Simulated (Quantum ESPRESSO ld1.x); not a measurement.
The numbers below are computed, except where a source is named.
Q: These are the eigenvalues of the occupied orbitals of an atom or ion with whole-number occupations (eV). Code: ld1.x of Quantum ESPRESSO 7.5. Model: Dirac Kohn-Sham, PW91, spin-unpolarised, spherical densities, point nucleus.

orbital  eigenvalue
1s1/2    -80699.720
2s1/2    -14257.219
2p1/2    -13671.832
2p3/2    -11835.433
3s1/2     -3392.673
3p1/2     -3129.854
3p3/2     -2724.611
3d3/2     -2288.936
3d5/2     -2201.858
4s1/2      -764.977
4p1/2      -652.943
4p3/2      -555.735
4d3/2      -372.629
4d5/2      -354.531
5s1/2      -144.464
4f5/2      -119.715
4f7/2      -115.899
5p1/2      -107.974
5p3/2       -91.177
5d3/2       -41.802
5d5/2       -39.951

Which element is it, and in what charge state? The configuration may be excited. Open shells, if any, are shared by 2j + 1.

A: Z = 79, gold, charge +3: Au3+ in [Xe] 4f14 5d8. The list shows which subshells hold electrons but not how many an open one holds; the 1s level, -2965.7 hartree, gives Z - s = 77.0 by -(Z - s)^2/2, which with screening and relativity narrows Z to a few neighbours, and the depths of the outer levels then fix element, charge and occupations together.
